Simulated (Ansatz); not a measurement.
Gas-phase electronic energies from Ansatz, PBE0-D4/def2-TZVP geometries. CCSD(T)/CBS is the MP2 limit (def2-TZVPP, def2-QZVPP) plus CCSD(T) − MP2 in def2-TZVPP, frozen cores. DFT in def2-TZVPP. B3LYP here is the variant with VWN-RPA as its local correlation; programs differ in this. Each species was taken in one conformer, which may not be the lowest.

`CN[SiH](C)S` → `CNCS[SiH3]`  (isomerisation)

`CN[SiH](C)S`:

Z-matrix (Å, degrees):
```
C
N 1 1.446
H 1 1.092 2 109.9
H 1 1.098 2 113.5 3 -120.3
H 1 1.094 2 110.9 3 118.0
Si 2 1.711 1 126.2 3 29.7
H 2 1.008 1 113.8 3 -172.0
S 6 2.146 2 104.0 1 -159.4
C 6 1.861 2 109.5 1 -37.6
H 6 1.495 2 116.3 1 85.2
H 8 1.343 6 94.2 2 -142.4
H 9 1.092 6 111.2 2 -53.9
H 9 1.094 6 111.6 2 67.7
H 9 1.093 6 109.4 2 -173.3
```

`CNCS[SiH3]`:

Cartesian coordinates in Å:
```
C 1.520 -1.824 -0.186
N 0.354 -1.383 -0.921
C -0.443 -0.407 -0.280
S 0.452 1.226 -0.001
Si -1.179 2.370 0.719
H 1.202 -2.252 0.768
H 2.240 -1.022 0.027
H 2.027 -2.608 -0.751
H 0.594 -1.101 -1.862
H -1.324 -0.187 -0.883
H -0.755 -0.769 0.701
H -1.711 1.821 1.996
H -2.296 2.385 -0.265
H -0.680 3.750 0.938
```

```json
{"level": "r2SCAN-D4", "ΔE (kJ/mol)": "165.7", "difference from CCSD(T)/CBS": "-4.3"}
{"level": "PBE0-D4", "ΔE (kJ/mol)": "162.6", "difference from CCSD(T)/CBS": "-7.4"}
{"level": "B3LYP-D4", "ΔE (kJ/mol)": "164.1", "difference from CCSD(T)/CBS": "-5.9"}
{"level": "r2SCAN", "ΔE (kJ/mol)": "165.3", "difference from CCSD(T)/CBS": "-4.7"}
{"level": "PBE0", "ΔE (kJ/mol)": "161.5", "difference from CCSD(T)/CBS": "-8.5"}
{"level": "B3LYP", "ΔE (kJ/mol)": "162.5", "difference from CCSD(T)/CBS": "-7.5"}
{"level": "HF/def2-TZVPP", "ΔE (kJ/mol)": "170.6", "difference from CCSD(T)/CBS": "0.6"}
{"level": "MP2/def2-TZVPP", "ΔE (kJ/mol)": "172.7", "difference from CCSD(T)/CBS": "2.7"}
{"level": "SCS-MP2/def2-TZVPP", "ΔE (kJ/mol)": "168.2", "difference from CCSD(T)/CBS": "-1.8"}
{"level": "HF/def2-QZVPP", "ΔE (kJ/mol)": "171.3", "difference from CCSD(T)/CBS": "1.3"}
{"level": "CCSD(T)/CBS", "ΔE (kJ/mol)": "170.0", "difference from CCSD(T)/CBS": "0"}
```

Largest T1 diagnostic among the species: 0.011.

From PBE to PBE0 (25 % exact exchange), in def2-TZVPP and without D4, ΔE moves by +8.7 kJ/mol.
